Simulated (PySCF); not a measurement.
Level of theory: TPSSh-D3(BJ)/def2-TZVP // r2SCAN-D4/def2-SVP (PySCF). All species are isolated molecules in the gas phase. One relaxed conformer stands for a flexible species; it need not be the lowest. 

Reference species: [Nb(NH2)5] (neutral, multiplicity 1).

```
Quantity                Value
-------------------  --------
coordination number         5
HOMO                 -5.70 eV
HOMO–LUMO gap         4.36 eV
```

After one change: the coordination number hardly moves; the HOMO decreases by 0.60 eV; the HOMO–LUMO gap decreases by 0.73 eV.

Problem. Which change was made? The new species is one of these.
A. [Nb(F)5]
B. [Nb(F)4(NH2)]
C. [Nb(F)3(NH2)2]
D. [Nb(F)2(NH2)3]

Solution. D, [Nb(F)2(NH2)3]
